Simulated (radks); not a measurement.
Numerical settings for the barium ion Ba+, [Xe] 6s1. Method: Dirac Kohn-Sham, PBEsol, spin-unpolarised, spherical densities, point nucleus; computed with a radial shooting solver on a logarithmic mesh with Libxc functionals. The defaults (mesh step 0.008 in ln r, mesh end at 40 bohr or more with all orbitals vanishing there, Anderson mixing 0.5 over 9 steps, residual threshold near 1e-9 with the energy settled to 1e-9 hartree or 1e-11 of itself, here a cap of 100 iterations) give E = -8135.9228 hartree and 6s1/2 at -7.586 eV in 13 iterations. Run on one thread of a shared host, so times are rough (Arm Neoverse N1): 0.18 s of CPU time, 0.18 s wall, 13 iterations on 2648 mesh points. Changes against that run (0 stands for a change within the tolerance of the run):

| setting | iterations | converged | E (mhartree) | e(6s1/2) (meV) | CPU (s) |
|---|---|---|---|---|---|
| mesh step in ln r 0.03 | 13 | yes | +0.00264 | 0 | 0.06 |
| mesh step in ln r 0.012 | 13 | yes | 0 | 0 | 0.13 |
| mesh step in ln r 0.08 | 2 | no | diverged | - | 0.03 |
| mesh end (bohr) 3 | 13 | level above zero | +3.16e+03 | +5.75e+04 | 0.13 |
| mesh end (bohr) 5 | 13 | yes | +201 | +6.19e+03 | 0.16 |
| residual threshold 1e-05 | 9 | yes | 0 | +0.155 | 0.14 |
| residual threshold 0.01 | 8 | yes | 0 | +0.75 | 0.13 |
| mixing 1 | 11 | yes | 0 | 0 | 0.16 |
| linear mixing, mixing 0.05 | 100 | no | +0.00183 | -16.7 | 1.1 |
| linear mixing, mixing 0.8 | 30 | yes | 0 | 0 | 0.33 |
| mixing history 2 | 16 | yes | 0 | 0 | 0.2 |
| iteration cap 2 | 2 | no | +116 | -3.48e+03 | 0.04 |

Settled on a wrong energy, with an occupied level pushed above zero by the early mesh end: mesh end (bohr) 3 (+3.16 hartree). Apart from these: settings that end as converged yet miss the energy by more than 1 mhartree: mesh end (bohr) 5 (+0.201 hartree). A mesh that ends early acts as a hard wall.
